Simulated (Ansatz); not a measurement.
SiMo₃, relaxed as a singlet with RKS PBE0-D4/def2-SVP in Ansatz, starting from the GFN2-xTB geometry. Force threshold 0.02 eV/Å.

In the def2 sets Mo takes a core potential; there is no spin–orbit coupling. The relaxation made no stability test and no search for a lower SCF solution. No other spin state of charge 0 was run. The structure comes from a short search, and lower isomers may exist.

Start:

```xyz
4

Mo   -1.4917    0.1371    0.0894
Mo    0.5609   -0.2123    1.3754
Mo    0.5786    1.2561   -0.5827
Si    0.3522   -1.1810   -0.8821
```

**Question.** Estimate the energy that the relaxation releases and the steps that it takes.

**Answer.** 1.18 eV, in 4 steps; 4.9 s on 4 threads of Intel Xeon 6975P-C on a shared host. No frequencies were taken in this run, so the end may be a saddle point.

**Question.** Does the start keep its bonding and symmetry?

**Answer.** By distances, no bond broke or formed. The bond that changes most is Mo2–Mo3, from 2.45 to 2.23 Å (atoms count from 1). The end is the same structure that another start reached, the lowest one found. Point group C3v at the start, C3v at the end, both within 0.05 Å.

**Question.** Predict the relaxed structure.

**Answer.** 
```csv
atom,x (Å),y (Å),z (Å)
Mo1,-1.376,0.185,0.126
Mo2,0.493,-0.133,1.298
Mo3,0.509,1.204,-0.486
Si4,0.374,-1.255,-0.938
```
Bond lengths (bridged metal pairs left out): 3 × Mo–Mo 2.23 Å; 3 × Mo–Si 2.50 Å.
